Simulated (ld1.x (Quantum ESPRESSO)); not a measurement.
# Before and after: PAW potential for Te

| Property | Result |
| --- | --- |
| Element | tellurium |
| Generator | ld1.x (Quantum ESPRESSO) 7.5 |
| Type | PAW |
| Functional | PBEsol |
| Relativity | scalar-relativistic |
| Frozen core | [Kr] |
| Valence charge | 16 |
| Reference configuration | 4d10 5s2 5p4 |
| Partial waves | 5s (bound): rcut 1.65, rcutus 1.90 bohr; 5s channel at 0.2 Ry: rcut 1.65, rcutus 1.90 bohr; 5p (bound): rcut 1.80, rcutus 2.30 bohr; 5p channel at 0.2 Ry: rcut 1.80, rcutus 2.30 bohr; 4d (bound): rcut 1.00, rcutus 1.15 bohr; 4d channel at -2.7 Ry: rcut 1.00, rcutus 1.15 bohr |
| Local potential | all-electron potential smoothed inside 2.15 bohr (lloc = -1) |
| Core correction | a·sin(br)/r model core, default radius (core density twice the valence density) |
| Augmentation charge | PSQ, radius 1.05 bohr |

Change: local potential all-electron potential smoothed inside 1.34 bohr (lloc = -1).

Cutoffs: the cutoffs (Ry, on a coarse ladder) from which the occupation-weighted sum of valence levels, in a spherical-Bessel basis at the reference potential, stays within 10 and 1 mRy of its value at 400 Ry; they do not see the model core or the augmentation charge, which bear on the density cutoff. Errors are all-electron minus pseudo energies relative to the spin-unpolarised reference configuration.

Predict the effect on cutoff, ghosts and configuration errors.

The potential gets neither clearly harder nor softer (120 Ry and 200 Ry → 120 Ry and 200 Ry); a bound ghost appears in s, which as a rule spoils a file; the errors of the 7 common tests hardly move; the range in which the p phases agree narrows (upper end 4.3 → 0.9). A state that the projectors do not describe sees the local part alone, so a deeper or shallower local part can create or remove a ghost.

| quantity | base | changed |
| --- | --- | --- |
| cutoff, loose | 120 Ry | 120 Ry |
| cutoff, tight | 200 Ry | 200 Ry |
| loose cutoff by channel (10 mRy a level) | s 8 Ry, p 6 Ry, d 70 Ry | s 6 Ry, p 6 Ry, d 70 Ry |
| bound ghosts | none | s |
| error for 4d10 5s2 5p3, meV [ΔE 9.75 eV] | -2.5 | -2.6 |
| error for 4d10 5s2 5p2, meV [ΔE 27.72 eV] | -7.8 | -8.0 |
| error for 4d10 5s2 5p1, meV [ΔE 54.68 eV] | -17 | -17 |
| error for 4d10 5s1 5p5, meV [ΔE 9.29 eV] | -0.9 | -0.8 |
| error for 4d10 5s2 5p3.5, meV [ΔE 3.91 eV] | -1.0 | -1.0 |
| error for 4d10 5s2 5p4.3, meV [ΔE -1.47 eV] | +0.4 | +0.4 |
| error for 4d10 5s1 5p4, meV [ΔE 19.63 eV] | -3.6 | -3.5 |
| s: phases at 2.50 bohr within 0.05 rad from the reference energy up to (Ry; the scan ends near 5) | 3.6 | 4.0 |
| p: phases at 2.50 bohr within 0.05 rad from the reference energy up to (Ry; the scan ends near 5) | 4.3 | 0.9 |
| d: phases at 2.50 bohr within 0.05 rad from the reference energy up to (Ry; the scan ends near 5) | to the end of the scan | to the end of the scan |
| lowest overlap eigenvalue by channel | s 0.39, p 0.54, d 0.99 | s 0.30, p 0.41, d 0.95 |

 A true bound ghost makes a file unfit for plane-wave use even where its test errors are small: the radial tests pick states by their node count and pass the ghost by.
